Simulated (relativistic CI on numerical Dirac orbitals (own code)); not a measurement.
## W3+: 4d photoemission

Computed with this model: Dirac-Coulomb-Breit CI, orbitals from a KLI potential per configuration, a model potential for QED, multiplet model of photoemission in the sudden approximation, unscaled Slater integrals; configurations [Xe] 4f14 5d3 → [Kr] 4d9 4f14 5s2 5p6 5d3; 80 K; Lorentzian 3.5 eV and Gaussian 0.6 eV FWHM. Energies are those of the free ion, without screening or charge transfer. The energies are binding energies and can lie tens of eV above those of solids. S is read from ⟨S²⟩ = S(S + 1).

Field parameters in Wybourne normalisation: Oh B⁴₀ = 21Dq, B⁴₄ = √(5/14) B⁴₀. The field is a parameter set, without covalency.

free ion: ground-state S = 1.45, centroid 291.19 eV. Peaks (eV, height): 286.0 (100), 298.8 (59).

Oh, 10Dq = 19350 cm⁻¹: ground-state S = 1.48, centroid 291.39 eV. Peaks (eV, height): 286.0 (100), 298.8 (65).

Strongest unbroadened transitions for free ion:

```
Energy (eV)  Relative strength
     285.56               87.6
     285.71               67.5
     285.82               53.9
     285.97               43.1
     286.25               75.9
     286.33                9.2
     286.81                4.4
     286.83                4.2
     287.96                2.4
     298.25               33.0
     298.47              100.0
     299.35                6.6
     299.37               41.4
     299.70                8.0
     299.80               11.6
     300.82                4.6
     301.65                9.6
     302.96                2.5
```
